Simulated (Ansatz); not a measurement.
`[AlH2][SiH2][SiH2][GaH2]` + `PP` → `P[PH][GaH2]` + `[AlH2][SiH2][SiH3]` at 700 K and 1 bar (cleavage of the Ga–Si bond).

Gas-phase electronic energies from Ansatz, PBE0-D4/def2-TZVP geometries. CCSD(T)/CBS adds triple-zeta CCSD(T) − MP2 to the extrapolated MP2 energy (def2 sets, frozen cores). This one scheme is used for every species. For Ga outer-core shells are correlated without core-valence functions, which leaves a few kJ/mol of doubt a bond. Scalar relativity is left out up to krypton. One conformer a species, not always the lowest.

```json
{"species": "`[AlH2][SiH2][SiH2][GaH2]`", "CCSD(T)/CBS energy (Eh)": "-2748.88302", "H − E (kJ/mol)": "265.3", "S (J/(mol·K))": "595.0"}
{"species": "`PP`", "CCSD(T)/CBS energy (Eh)": "-684.26248", "H − E (kJ/mol)": "137.7", "S (J/(mol·K))": "339.9"}
{"species": "`P[PH][GaH2]`", "CCSD(T)/CBS energy (Eh)": "-2608.80809", "H − E (kJ/mol)": "176.7", "S (J/(mol·K))": "434.8"}
{"species": "`[AlH2][SiH2][SiH3]`", "CCSD(T)/CBS energy (Eh)": "-824.34741", "H − E (kJ/mol)": "225.8", "S (J/(mol·K))": "484.0"}
```

H − E and S are ideal-gas, rigid-rotor, harmonic terms from PBE0-D4/def2-TZVP, for one conformer and one mirror image of each species. 1 Eh = 2625.50 kJ/mol, R = 8.31446 J/(mol·K).

Q: By hand: ΔE, ΔH, ΔS and ΔG.

A: ΔE = (-2608.80809) + (-824.34741) − (-2748.88302) − (-684.26248) = -0.01000 Eh = -26.3 kJ/mol. Δ(H − E) = 176.7 + 225.8 − 265.3 − 137.7 = -0.5, so ΔH = -26.8 kJ/mol. ΔS = 434.8 + 484.0 − 595.0 − 339.9 = -16.1 J/(mol·K). ΔG = -26.8 − 700 × (-16.1)/1000 = -15.5 kJ/mol.

Q: By hand: the equilibrium constant, and the temperature at which ΔG would vanish if ΔH and ΔS stayed fixed.

A: log₁₀ K = −ΔG/(RT ln 10) = 1.2. ΔG = 0 at ΔH/ΔS = 1665 K, though so small a ΔS makes that figure unsure.

TΔS isn't small against ΔH here. A doubt of 5 kJ/mol in ΔE shifts log₁₀ K by 0.4 here. Other conformers and mirror images would add mixing entropy, several J/(mol·K) or more a flexible species. Modes under 60 cm⁻¹, often nearly free rotors, make the harmonic entropy too high. These are equilibria of isolated gas molecules and say nothing of rates. Largest T1 diagnostic: 0.014 (customary marks: 0.02 for closed shells, 0.045 for open ones).
